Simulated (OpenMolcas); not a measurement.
What dynamic correlation does to the levels of Ag⁷⁺

```
Program             : OpenMolcas
Basis               : ANO-RCC-VQZP [8s7p5d3f2g1h]
Scalar Hamiltonian  : DKH2, point nucleus
Active space        : 10 electrons in 8 orbitals (RAS1 4p, at most 2 holes; RAS2 4d)
State averaging     : 2S+1 = 5 even, 5 roots; 2S+1 = 3 even, 45 roots; 2S+1 = 1 even, 49 roots
Spin-orbit coupling : state interaction with AMFI integrals over the reference wave functions, term energies averaged over their components
```

Methods on the same reference wave functions:
A. RASSCF
B. SS-RASPT2, IPEA 0.25 Eh, imaginary shift 0.1 Eh (closed shells correlated: 4s)
C. MS-RASPT2, IPEA 0.25 Eh, imaginary shift 0.1 Eh (closed shells correlated: 4s)

Energies in cm-1 above 4d4 5D0, the measured ground level; measured values from Atoms 5, 11 (2017), spectra Ag VII to Ag IX.

```
            Level      A      B      C  Measured
          4d4 5D0    0.0    0.0    0.0       0.0
          4d4 5D1   1223   1225   1214      1340
          4d4 5D2   3021   3010   2990      3212
          4d4 5D3   5060   5020   5000      5292
          4d4 5D4   7201   7140   7120      7443
       4d4 3P0(1)  22356  22190  22180     21309
       4d4 3P1(1)  27389  27280  27180     26526
   4d4 3H4 [64 %]  27499  24180  24190     23302
          4d4 3H5  30541  26980  26940     26250
       4d4 3F2(1)  30690  28890  28940          
          4d4 3H6  32515  28820  28790     28185
4d4 3F4(1) [52 %]  32792  30350  30270          
       4d4 3P2(1)  33617  33160  32950     32134
   4d4 3G4 [59 %]  37184  33980  33810     32698
          4d4 3G5  39566  35960  35920     35077
          4d4 3D3  42503  38640  38590     36879
   4d4 3D2 [70 %]  42897  39640  39730     38402
          4d4 3D1  44428  40690  40690     39191
          4d4 1I6  45998  40540  40510     39744
4d4 1G4(1) [73 %]  47283  44380  44140     43104
          4d4 1S0  48864  47100  46950          
       4d4 1D2(1)  52676  50240  50120          
          4d4 1F3  59155  53990  53970     52004
       4d4 3P2(2)  65499  61230  61380
```

Deviations, from unrounded energies. A percentage is the sum of absolute deviations over the sum of measured energies, with the sign that they share, or ± where signs differ.

```json
{"Against measurement": "mean absolute deviation (cm-1)", "Levels": "18", "A": "3300", "B": "920", "C": "880"}
{"Against measurement": "fine structure of the ground term (%)", "Levels": "4", "A": "-4.5", "B": "-5.1", "C": "-5.6"}
{"Against measurement": "other terms of the ground configuration (%)", "Levels": "14", "A": "+12.2", "B": "+3.3", "C": "+3.1"}
```

B, C lie about equally close to measurement and A furthest from it. The largest miss of C in the table is 4d4 1F3, by +2000 cm-1. The ranking rests on the paired levels alone, and a cruder setting can come out closer through cancelling errors.

Between B and C the level of the table that moves most is 4d4 1G4(1) [73 %], by 240 cm-1 (lowest in C, highest in B). Moves below CASPT2's spread within the term are not significant.

The mean deviations of B to C differ by less than CASPT2's widest spread within a term (1200 cm-1), so their order carries little weight.

From A to B the spin-free energies of the other terms of 4d4 shown, above 5D, scale by factors of 0.86 to 1.00.

The lowest spin-free term lies below A's lowest term by 0.300 hartree in B, 0.300 hartree in C.

CASPT2 breaks the degeneracy within a term, and the mean is taken; among the terms shown or strongly mixed into the levels shown the widest spread is 1200 cm-1 (4d4 1I, C). Active for correlation alone: 4p; no level in the range computed is led by a configuration that opens it, so any true level of that kind is missing. Without dynamic correlation excited terms often stand tens of per cent too high (terms of higher spin than the ground term too low), and those without a measured partner can miss by more than the paired ones (holds for A). Some levels mix across a computed gap that differs much from the measured one, so their mixing is not that of the real levels (holds for A). The CASPT2 spread within a term exceeds the gap to the next term for 4d4 1I and 4d4 3D, so the order of their levels is uncertain (holds for C). Measured partners are found by configuration, term and J. A level has none where our copy of the source lacks it or the pairing is in doubt (some pairs that miss far off the trend of their configuration count as doubtful), and it then counts in no deviation. Only configurations of the active space appear. Levels that lie high or do not pair safely by name in every column are left out.

A share in square brackets marks a mixed level and gives the weight of the term that names it, the lowest over the columns. A number in round brackets counts repeated terms of one configuration in the order of the reference energies.
